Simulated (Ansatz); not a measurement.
Diatomic TaIn, multiplicity 7 (an upper state: multiplicity 5 came lower at PBE0/def2-TZVPP). No spin–orbit coupling.

Constants: fifth-degree fit in 1/R to seven points, most abundant isotopes. In def2 and cc sets the state is the lowest found near the PBE0 minimum, followed along R.

The values were computed with Ansatz (Gaussian basis) for Hartree–Fock, density functionals and correlated methods. Each number belongs to the level named beside it. In def2 rows elements past Kr take small-core potentials, without spin–orbit coupling.

| level | r_e (Å) | ω_e (cm⁻¹) | ω_e x_e (cm⁻¹) | dipole (D) |
|---|---|---|---|---|
| PBE/def2-TZVPP | 2.751 | 155 | 0.40 | 0.71 |
| PBE0/def2-TZVPP | 2.717 | [?] | 0.39 | 1.14 |
| wB97X-V/def2-TZVPP | [?] | [?] | 0.58 | 2.06 |

Complete the blanks.


- wB97X-V/def2-TZVPP, r_e (Å): 2.684
- wB97X-V/def2-TZVPP, ω_e (cm⁻¹): 178
- PBE0/def2-TZVPP, ω_e (cm⁻¹): 166

Ansatz is a quantum-chemistry and plane-wave program.
